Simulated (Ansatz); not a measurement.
```yaml
crystal:
  periodic: [false, false, false]
  atoms:
    - {symbol: Cd, position_ang: [-0.000034, 0.001310, 0.000277]}
    - {symbol: Cl, position_ang: [1.952569, 0.291903, -1.167302]}
    - {symbol: Cl, position_ang: [-1.952534, -0.293214, 1.167025]}
basis:
  gaussian: {orbitals: def2-TZVP}
total_charge: 1
magnetization: {spin_polarized: true, initial_magnetization: 3}
hamiltonian: {xc: {name: BLYP}}
scf: {lower_state_search: off}
output: {forces: true}
```

```sh
$ ansatz run in.yaml --threads 4 --pin off --events-out ev --progress --plain --max-ram 3916MiB
```

It prints (some lines left out):

```
Functional definition: BLYP
881 factors; their error is unknown
mean field evaluation 1: about -29587.6744 eV, gradient 4.6e1 eV
mean field evaluation 2: about -29555.1641 eV, gradient 1.0e2 eV
mean field evaluation 4: about -29597.3274 eV, gradient 6.9e0 eV
mean field evaluation 8: about -29597.3274 eV, gradient 6.9e0 eV
mean field evaluation 16: about -29597.5933 eV, gradient 1.4e-6 eV
mean field -29597.59329519 eV, -1087.6914916290 hartree, gradient 1.4e-6 eV, S^2 3.753373; 0 other end points of the search recorded, 0 dependent functions left out
reference -29597.59360695 eV, -1087.6915030858 hartree; 28, 25 occupied and 86, 89 virtual orbitals, 881 factors
Total energy: -29597.59360695 eV, -1087.6915030858 hartree
Atom 0 at    -0.000034     0.001310     0.000277 Å, force    -0.000086     0.007156     0.001449 eV/Å
Atom 1 at     1.952569     0.291903    -1.167302 Å, force     3.070156     0.456429    -1.835925 eV/Å
Atom 2 at    -1.952534    -0.293214     1.167025 Å, force    -3.070070    -0.463585     1.834476 eV/Å
Dipole moment:     0.000021    -0.000749    -0.000159 e Å
Checks for a lower state left out: stability, starts, cluster_reference, orbital_swaps, neighbouring_geometries, increment
```

Hardware: 4 threads of Arm Neoverse V2 on a shared host. Wall time 1 s.

In the def2 sets Cd takes a core potential; there is no spin–orbit coupling.

The dipole of an ion depends on the origin.
